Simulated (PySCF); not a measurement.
OSn, charge +1, multiplicity 2. Atoms are numbered in the order given.

```xyz
2

Sn     0.0000     0.0000    -0.2763
O      0.0000     0.0000     1.7270
```
Charge +1, spin multiplicity 2.

Geometry: PBE-D3(BJ)/def2-TZVP. The multiplicity is an assumed one; other spin states were not compared. The def2 effective core potentials stand for the cores of Sn; spin–orbit coupling is left out.

Method: PBE/def2-TZVPD in PySCF.

Isolated molecule, no solvent.

Computed frontier levels, dipole moment:
| Item | Result |
|---|---|
| α spin, highest occupied and lowest empty level | -14.18 and -10.16 eV |
| β spin, highest occupied and lowest empty level | -13.58 and -12.82 eV |
| dipole moment about the centre of nuclear charge | 2.57 D |
| ⟨S²⟩ | 0.757 (pure state 0.75) |
